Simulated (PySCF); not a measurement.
Two species compared at the same levels of theory.

First species: C₅H₁₀O₃Si.
InChI=1S/C5H10O3Si/c1-4(6)8-5-2-7-9-3-5/h5H,2-3,9H2,1H3/t5-/m1/s1

Second species: C₈H₉F.
SMILES: `CCc1cccc(F)c1`

Levels: wB97X-D/def2-SVPD for HOMO energy, LUMO energy, HOMO–LUMO gap and static isotropic polarisability; TDDFT wB97X-D/def2-SVPD for lowest singlet excitation; TDA wB97X-D/def2-SVPD for lowest triplet excitation (Tamm–Dancoff); ΔSCF wB97X-D/def2-SVPD for vertical ionisation energy. Geometries: PBE0-D3(BJ)/def2-SVP. Each species is one conformer at its optimised geometry, gas phase, non-relativistic unless stated; the electronic structure was computed with PySCF and density fitting.

Dipoles, sizes and rotational constants follow the conformer. The torsions of the flexible species, by atom-mapped SMILES:
- `[CH3:1][CH2:2][c:3]1[cH:4][cH:5][cH:6][c:7]([F:8])[cH:9]1`: C1–C2–C3–C4 85°

The conformers of `CC(=O)O[C@@H]1CO[SiH2]C1` aren't listed.

Which of the two has the higher vertical ionisation energy, and by how much?

The first: 10.14 eV against 8.95 eV, a difference of 1.19 eV.

Which of the two has the higher HOMO–LUMO gap, and by how much?

The first: 11.79 eV against 10.10 eV, a difference of 1.69 eV.

Which of the two has the higher S1 energy, and by how much?

The first: 5.95 eV against 5.38 eV, a difference of 0.57 eV.

Which of the two has the higher static isotropic polarisability, and by how much?

The second: 92.9 au against 91.4 au, a difference of 1.5 au.

Which of the two has the higher LUMO energy, and by how much?

The first: 1.89 eV against 1.27 eV, a difference of 0.62 eV.

Which of the two has the higher HOMO energy, and by how much?

The second: -8.83 eV against -9.90 eV, a difference of 1.07 eV.

Which has the higher T1 energy?

The first: 5.46 eV against 4.17 eV, a difference of 1.29 eV.

On the first: No computed singlet falls in the visible range (750 to 380 nm, 1.65 to 3.26 eV); S1 lies 2.69 eV above its blue end. The ΔSCF ionisation energy exceeds −ε(HOMO) by 0.24 eV with wB97X-D.

On the second: S1 lies 4.72 eV below the HOMO–LUMO gap; its leading configuration is HOMO→LUMO, weight 0.60. The polarisability is 13.77 Å³ as a volume (1 au = 0.148185 Å³), or 1.41 au for each of the 66 electrons.
